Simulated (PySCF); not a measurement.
## NMR parameters of Be(NH2)2

Be(NH2)2, BeH4N2, point group D2d.

Bonds: Be1-N2 1.501 Å, Be1-N5 1.501 Å. N2 carries H3, H4; N5 carries H6, H7.

GIAO calculations in PySCF 2.14.0 with density-fitted response routines on the PBE0-D3(BJ)/def2-SVP structure: isolated species, non-relativistic, equivalent atoms averaged; basis pcSseg-1.

Q: Give the isotropic shieldings (ppm) with B3LYP, PBE0.

A: 
```tsv
atoms	environment	B3LYP	PBE0
N2/N5	nitrogen bonded to Be, 2 H	246.3	249.0
Be1	Be bonded to 2 N	94	96
H3/H4/H6/H7	hydrogen on a nitrogen bonded to Be	30.81	30.69
HOMO–LUMO gap (eV)	–	7.13	7.72
```

Q: And the chemical shifts, against references computed in the same way?

A: 
| atoms | nucleus, reference | B3LYP | PBE0 |
| --- | --- | --- | --- |
| N2/N5 | ¹⁵N, NH3 | 17.2 | 16.7 |
| H3/H4/H6/H7 | ¹H, TMS | 0.57 | 0.58 |

Q: Which part of the shielding of N2/N5 depends on the functional?

A: Diamagnetic: B3LYP 316, PBE0 317 ppm; paramagnetic: B3LYP -69, PBE0 -68 ppm.

Q: What couplings does B3LYP/pcJ-1 give?

A: ¹J(N2,H3) = -76.6, ²J(H3,H4) = -10.3 Hz (averaged over equivalent pairs; isotopes ¹⁵N, ¹H).

Experimental scales use liquid or dissolved standards, which lie at an offset from isolated NH3 (liquid NH3: subtract about 20 ppm).
